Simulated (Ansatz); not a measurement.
CH4ClFOSn, SMILES `[OH][SnH]([Cl])[CH2]F`. Total charge 0; spin multiplicity 1. Sn: def2 effective core potential. Geometry: relaxed with PBE0-D4/def2-TZVP. It is one conformer, not always the lowest.

```xyz
9

O     1.526    1.323   -0.279
Sn   -0.197    0.448   -0.574
Cl    0.027   -0.756   -2.563
C    -0.367   -0.932    1.073
F    -1.525   -0.687    1.784
H     1.875    1.777   -1.050
H    -1.443    1.581   -0.817
H     0.494   -0.798    1.731
H    -0.389   -1.957    0.695
```

Question: What is the dipole moment at ωB97M-V/def2-TZVPP? (Best estimate.)

Answer: The calculation gave: 0.66 D, with components (0.02, 0.58, 0.32) D in this frame, pointing from negative to positive charge.

Question: And with PBE, r2SCAN, B3LYP? (Best estimate.)

Answer: The calculation gave: PBE 0.72 D, r2SCAN 0.73 D, B3LYP 0.65 D.

Question: Give the Mulliken charges with ωB97M-V, B3LYP, PBE in def2-TZVPP. (Estimate.)

Answer: The calculation gave: 
```json
{"atom": "O1", "ωB97M-V": "-0.53", "B3LYP": "-0.54", "PBE": "-0.50"}
{"atom": "Sn2", "ωB97M-V": "0.90", "B3LYP": "1.00", "PBE": "0.91"}
{"atom": "Cl3", "ωB97M-V": "-0.35", "B3LYP": "-0.39", "PBE": "-0.37"}
{"atom": "C4", "ωB97M-V": "-0.19", "B3LYP": "-0.18", "PBE": "-0.19"}
{"atom": "F5", "ωB97M-V": "-0.22", "B3LYP": "-0.23", "PBE": "-0.19"}
{"atom": "H6", "ωB97M-V": "0.18", "B3LYP": "0.18", "PBE": "0.19"}
{"atom": "H7", "ωB97M-V": "-0.07", "B3LYP": "-0.11", "PBE": "-0.11"}
{"atom": "H8", "ωB97M-V": "0.15", "B3LYP": "0.14", "PBE": "0.13"}
{"atom": "H9", "ωB97M-V": "0.14", "B3LYP": "0.13", "PBE": "0.12"}
```

B3LYP here is the variant with VWN-RPA as its local correlation; programs differ in this.

Computed with Ansatz.
